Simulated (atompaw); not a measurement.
## PBEsol PAW (atompaw) dataset for Cd, scalar-relativistic all-electron reference.

Input for atompaw 4.2.0.5:

```
Cd 48
GGA-PBESOL scalarrelativistic loggrid 1500 logderivrange -7 5 301
5 5 4 0 0 0
5 1 0
0 0 0
c
c
c
c
v
c
c
v
v
c
v
2
2.35 1.90 1.65 2.30
y
0.55
n
n
y
0.8
n
custom rrkj gramschmidtortho sinc
bessel
2.35
2.35
1.65
2.35
1.65
1.65
PWSCFOUT
UPFDX 0.0125d0 UPFXMIN -7.d0 UPFZMESH 48.d0
END
```

Command:

```bash
atompaw < Cd.input > Cd.log
```

The program printed (summary file):

```
Completed calculations for Cd (AE)

 Exchange-correlation type: GGA, Perdew-Burke-Ernzerhof modified (PBEsol)

 Radial integration grid is logarithmic
 r0 =   1.8068677E-04 h =   8.6729650E-03   n =      1500 rmax =   8.0000000E+01

 Scalar relativistic calculation

 AEatom converged in  31 iterations
   nz     =  48.00
   delta  =       9.502657432532E-17

 All Electron Orbital energies:
  n  l      occupancy      energy
  1  0      2.0000000E+00 -1.9485421E+03
  2  0      2.0000000E+00 -2.8930240E+02
  3  0      2.0000000E+00 -5.3901916E+01
  4  0      2.0000000E+00 -7.7767851E+00
  5  0      2.0000000E+00 -4.1896131E-01
  2  1      6.0000000E+00 -2.5963429E+02
  3  1      6.0000000E+00 -4.4171466E+01
  4  1      6.0000000E+00 -4.9165739E+00
  5  1      0.0000000E+00 -8.4010156E-02
  3  2      1.0000000E+01 -2.8932291E+01
  4  2      1.0000000E+01 -8.6211480E-01

 Total energy
   Total                    :   -11184.10171007193094

 ---
 Completed calculations for Cd (SC)

 Exchange-correlation type: GGA, Perdew-Burke-Ernzerhof modified (PBEsol)

 Radial integration grid is logarithmic
 r0 =   1.8068677E-04 h =   8.6729650E-03   n =      1500 rmax =   8.0000000E+01

 Scalar relativistic calculation

 SCatom converged in   1 iterations
   nz     =  48.00
   delta  =       8.986682442301E-17

 Valence Electron Orbital energies:
  n  l      occupancy      energy
   5  0      2.0000000E+00 -4.1896131E-01
   4  1      6.0000000E+00 -4.9165739E+00
   5  1      0.0000000E+00 -8.4010156E-02
   4  2      1.0000000E+01 -8.6211481E-01

 Total energy
   Total                    :   -11184.10171008333964
   Valence                  :     -527.86475919475424

 PAW parameters:
       lmax =            2
         rc =    2.3648834018691964
        irc =         1094
   rc_shape =    1.9038651241192739
    rc_vloc =    1.6571587324926254
    rc_core =    2.3041407036920449
   Vloc: truncated form - Vps(r)=A.sin(qr)/r for r<rc
   Projector type: RRKJ pseudization + Gram-Schmidt ortho.
   Sinc^2 compensation charge shape zeroed at   1.9039E+00

 Number of basis functions     6
 No.   n  nodes  l      Energy         Cp coeff         Occ
  1    5    4    0   -0.4189613E+00  0.1000000E+01  0.2000000E+01
  2  999    5    0    0.5500000E+00  0.7493001E-02  0.0000000E+00
  3    4    2    1   -0.4916574E+01  0.1000000E+01  0.6000000E+01
  4    5    3    1   -0.8401016E-01  0.6396848E+00  0.0000000E+00
  5    4    1    2   -0.8621148E+00  0.1000000E+01  0.1000000E+02
  6  999    2    2    0.8000000E+00  0.6888444E-01  0.0000000E+00

 Eigenvalues of overlap operator (in the basis of projectors):
    1        2.43086412E-01
    2        8.79154265E-01
    3        1.70452243E+00
    4        2.45850752E+00
    5        4.00654021E+00
    6        7.51968603E+01

 Orbital leakage outside PAW augmentation regions
   orb  is_core?  %out_of_sphere
   1 0    T           0.00
   2 0    T          -0.00
   3 0    T           0.00
   4 0    T           0.04
   5 0    F          64.03
   2 1    T           0.00
   3 1    T           0.00
   4 1    F           0.22
   5 1    F          89.20
   3 2    T           0.00
   4 2    F           5.68

 Summary of PAW energies
   Total valence energy     :   -527.86718643680933
   Smooth energy            :     87.39604303134143
   One center               :   -615.26322946815071
   Smooth kinetic           :     71.26769845698993
   Vloc energy              :     16.55134097229961
   Smooth exch-corr         :    -17.36875441914857
   One-center xc            :   -285.96418167750778
```

The run took about 4.5 s on one core of a shared server CPU.
